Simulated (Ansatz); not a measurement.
Si₂W₂. Total charge 0; quintet. Geometry PBE0-D4/def2-SVP; atoms count from 1.

```xyz
4

W     0.1354   -0.1331    1.4517
W     0.1012   -1.2420   -0.7686
Si   -1.4330    0.5144   -0.2348
Si    1.1964    0.8607   -0.4483
```

In the def2 sets W takes a core potential; there is no spin–orbit coupling. The charge 0 quintet is spin-contaminated (final ⟨S²⟩ up to 6.25, 6.00 for a pure state). At PBE0-D4/def2-TZVP a singlet of charge 0 lies 1.78 eV below the quintet, each at its own geometry. The structure comes from a short search, and lower isomers may exist.

**Question.** Estimate the Mulliken populations from the PBE0/def2-TZVP orbitals of Ansatz.

**Answer.** 
| atom | charge (e) | spin (α − β) | d electrons |
| --- | --- | --- | --- |
| W1 | 0.19 | 2.37 | 4.66 |
| W2 | 0.19 | 2.37 | 4.66 |
| Si3 | -0.19 | -0.37 | – |
| Si4 | -0.19 | -0.37 | – |
Mulliken values depend strongly on the basis.

**Question.** Where does the spin sit?

**Answer.** Summed by element: W 4.74, Si -0.74, of 4 unpaired in all. Largest on single atoms: W1 2.37, W2 2.37, Si3 -0.37.

**Question.** And the Mayer bond orders between heavy atoms (over 0.3)?

**Answer.** W1–W2 2.24 (2.48 Å); W1–Si3 1.35 (2.39 Å); W1–Si4 1.35 (2.39 Å); W2–Si3 1.35 (2.39 Å); W2–Si4 1.35 (2.39 Å); Si3–Si4 0.43 (2.66 Å).
